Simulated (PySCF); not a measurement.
Estimate the missing entries of this data sheet.

Compound: C7H12Si2.
InChI=1S/C7H12Si2/c1-6-7(5-9-6)3-2-4-8/h5-6H,4,9H2,1,8H3/t6-/m0/s1

| property | level | value |
| --- | --- | --- |
| point group of the GFN2-xTB geometry | GFN2-xTB | ? |
| rotational constants A, B, C of the GFN2-xTB geometry | GFN2-xTB | ? |
| dipole moment | PBE0/pcSseg-1 | ? |
| HOMO energy | PBE0/pcSseg-1 | ? |
| LUMO energy | PBE0/pcSseg-1 | -0.90 eV |
| 13C chemical shifts (computed TMS as zero) by class | GIAO PBE0/pcSseg-1 | ? |
| 1H chemical shifts (computed TMS as zero) by class | GIAO PBE0/pcSseg-1 | ? |
| isotropic shieldings of nuclei other than C and H, by class | GIAO PBE0/pcSseg-1 | 391 (1 Si), 418 (1 Si) ppm |

Gas-phase values; electronic properties from PySCF, density fitting. Isolated species at its GFN2-xTB geometry, gas phase. NMR classes are plain means over equivalent atoms (diastereotopic ones count apart unless rotation or inversion swaps them), as if these changed places fast; in this geometry the members of some classes differ.

**Question.** The point group of the GFN2-xTB geometry?

**Answer.** C1.

**Question.** What are the 13C chemical shifts (computed TMS as zero) by class?

**Answer.** 160.7 (1 C), 141.8 (1 C), 104.9 (1 C), 83.3 (1 C), 36.0 (1 C), 19.6 (1 C), 1.8 (1 C) ppm.

**Question.** Give the rotational constants A, B, C of the GFN2-xTB geometry.

**Answer.** 2.961, 0.422, 0.402 GHz.

**Question.** Give the HOMO energy.

**Answer.** -6.63 eV.

**Question.** Give the dipole moment.

**Answer.** 1.27 D.

**Question.** What are the 1H chemical shifts (computed TMS as zero) by class?

**Answer.** 6.15 (1 H), 4.84 (1 H), 4.50 (1 H), 4.03 (3 H), 2.33 (1 H), 2.11 (1 H), 2.11 (1 H), 1.35 (3 H) ppm.

The dipole matches unit charges of opposite sign 0.26 Å apart (1 e·Å = 4.8032 D). With B = h/(8π²I), that is 505.379 GHz u Å² over I, the principal moments of inertia are 170.7, 1196.4 and 1256.7 u Å² (most abundant isotopes). The rotational constants make it an asymmetric top with κ = (2B − A − C)/(A − C) = -0.98, nearer the prolate limit (−1).

For the NMR shielding job (PBE0/pcSseg-1), the run took 88 s wall on one thread of an Arm Neoverse N1, no GPU, on a shared host, and the process peaked at 1.0 GiB of memory.
